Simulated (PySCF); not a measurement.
Gas-phase reaction: Ga(OH)3 = GaOH + 2 O + 2 H

Computed with PySCF (xtb for GFN2) and rigid-rotor harmonic-oscillator thermochemistry at 1 bar. † marks an energy on the PBE0/def2-TZVP geometry and frequencies; other levels use their own. MP2 and CCSD(T) freeze the core. 6-31G* has spherical d functions here. Open shells (unrestricted): O (multiplicity 3, electronic degeneracy 9), H (multiplicity 2); the rest are closed-shell singlets. GFN2 has no spin-polarisation term. Spin-orbit splitting is ignored; it lowers the true energy and changes the entropy of O. B3LYP is the form with VWN-RPA correlation. Ga: all electrons, no relativistic terms. Ga(OH)3, GaOH: computed as isolated molecules; such fragments, hydroxides, amides, oligomers or adducts are transient or little studied in the gas. MP2 isn't extrapolated to the basis-set limit; its ΔH°(298 K) is 1471.9 kJ in def2-SVP and 1562.1 kJ in def2-TZVPP. CCSD(T) isn't extrapolated to the basis-set limit; its ΔH°(298 K) is 1406.3 kJ in def2-SVP and 1492.8 kJ in def2-TZVPP. The harmonic model lacks anharmonicity and excited electronic states, which grow with temperature; levels with a mode under 35 cm⁻¹ are left out. Warning, point group unlike the PBE0 one: GaOH (GFN2-xTB).

```csv
level,"ΔE electronic, kJ","ΔH°(298 K), kJ","ΔS°(298 K), J/K","ΔG°(2000 K), kJ"
B3LYP/def2-TZVP†,1522,1461,484,466
BLYP/def2-TZVP†,1528,1468,484,472
CCSD(T)/def2-SVP†,1467,1406,484,411
GFN2-xTB,2230,2181,461,1236
HF/6-31G*,963,899,487,-104
MP2/def2-TZVPP†,1623,1562,484,567
PBE/def2-TZVP†,1582,1521,484,526
PBE0/def2-TZVP,1532,1471,484,476
```
ΔH° is lowest at HF/6-31G* and highest at GFN2-xTB. No reference value is set beside these.
